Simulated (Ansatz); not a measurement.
Question: Name a neutral molecule of Al, C, O, Si and H with HOMO–LUMO gap (PBE0/def2-TZVPP) between 6.40 and 6.70 eV and LUMO energy (B3LYP/def2-TZVPP) between -1.50 and -1.20 eV (Ansatz, PBE0-D4/def2-TZVP geometry).

Answer: `[AlH2][O]C[SiH2][SiH3]` (6.42 eV, -1.31 eV); `[AlH2][O]C[SiH3]` (6.60 eV, -1.29 eV). Other molecules can fit too; these were computed, each in one conformer that needn't be the lowest.

B3LYP here is the variant with VWN-RPA as its local correlation; programs differ in this.
